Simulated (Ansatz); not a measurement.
C₂H₄InN (`[InH2][C]1=NC1`) at its PBE0-D4/def2-TZVP geometry, where that method's forces vanish. Charge 0, multiplicity 1. In: def2 effective core potential.

```xyz
8

In   -1.2817    1.1260    0.7702
C     0.1341   -0.3575    0.1572
N     0.6480   -1.4552    0.4897
C     1.1297   -0.8688   -0.8015
H    -0.6831    2.4338    1.7022
H    -2.8913    0.9427    0.2106
H     2.1373   -0.4621   -0.8122
H     0.8071   -1.3590   -1.7161
```

**Question.** What forces (eV/Å) does r2SCAN-D4/def2-TZVPP give on these atoms in Ansatz? (Best estimate.)

**Answer.** The calculation gave: 
```
In1 -0.036  0.032  0.021
C2  -0.246  0.362  0.001
N3   0.065 -0.448  0.348
C4   0.209  0.075 -0.376
H5  -0.010 -0.027 -0.027
H6   0.038  0.006  0.006
H7  -0.011 -0.002  0.012
H8  -0.009  0.001  0.015
```
